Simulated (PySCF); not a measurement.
C5H12OSi2.
Numbering: `[CH:1]#[C:2][CH2:3][C@@H:4]([CH3:5])[SiH2:6][O:7][SiH3:8]` (hydrogens: H9 on C1; H10, H11 on C3; H12 on C4; H13, H14, H15 on C5; H16, H17 on Si6; H18, H19, H20 on Si8)

Computed with PBE0-D3(BJ)/def2-SVP geometry optimisation, gas phase (PySCF 2.14.0).

Question: List the bond lengths, angles and torsions at this level.

Answer: 
```csv
bond,length (pm),order
C1≡C2,121.1,triple
C2–C3,145.8,single
C3–C4,154.1,single
C4–C5,152.8,single
C4–Si6,188.5,single
Si6–O7,166.1,single
O7–Si8,165.4,single
C1–H9,107.4,single
C3–H10,110.4,single
C3–H11,110.5,single
C4–H12,110.7,single
"C5–H13, C5–H14, C5–H15",110.2,single
Si6–H16,149.6,single
Si6–H17,149.3,single
"Si8–H18, Si8–H19, Si8–H20",149.3,single
```

Bonds in one row agree within 1 pm and their mean is given. Orders are formal, as drawn. A selection of angles:
```csv
angle,degrees
C1–C2–C3,178.8
C2–C3–C4,113.5
C3–C4–C5,112.3
C3–C4–Si6,110.6
C5–C4–Si6,111.5
C4–Si6–O7,110.0
Si6–O7–Si8,148.3
```

Torsions: C2–C3–C4–C5 60° (synclinal); C3–C4–Si6–O7 -60° (synclinal); C4–Si6–O7–Si8 -70° (synclinal).

Si6 (oxygen-bound silicon) is tetrahedral (angles from 107.4° to 110.6°). The C–C distances run from 1.211 Å (C1≡C2, drawn triple) to 1.541 Å (C3–C4, drawn single), a spread of 0.330 Å. Of the pairs four or more bonds apart, C2···H13 is among the closest relative to their van der Waals radii: 2.69 Å, 93 % of the sum of Bondi's values. Si8 (oxygen-bound silicon) is tetrahedral (angles from 108.9° to 110.4°).

Point group: C1 (no symmetry element, even within 0.4 Å). No PBE0-D3(BJ)/def2-SVP frequencies stand behind this structure, so it isn't proved a minimum. The numbers are those of one conformer.
